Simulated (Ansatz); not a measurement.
Cartesian coordinates in Å:
```
C -1.323 0.776 0.288
S 0.365 0.807 0.978
Si 1.215 -0.671 -0.220
F 0.464 -2.055 -0.079
F 1.112 -0.318 -1.759
Cl 3.154 -0.910 0.281
H -1.786 -0.198 0.435
H -1.884 1.526 0.843
H -1.317 1.042 -0.767
```

Charge 0, multiplicity 1.

(1) List the CAM-B3LYP/def2-TZVPP orbital energies in eV (Ansatz). (An estimate is asked.)

Answers

(1) Ansatz gave: Occupied: -2764.95, -2420.26, -1804.13, -674.10, -674.10, -280.14, -259.75, -218.31, -198.79, -198.65, -198.65, -162.90, -162.80, -162.68, -148.37, -103.74, -103.73, -103.69, -35.61, -35.02, -25.50, -24.12, -20.32, -17.74, -16.12, -15.52, -15.45, -14.60, -14.30, -14.11, -13.91, -13.69, -12.52, -11.44, -11.32, -10.84, -9.10. Lowest empty: 0.87, 1.62, 2.09, 2.78, 2.87, 3.20, 4.00, 4.22.
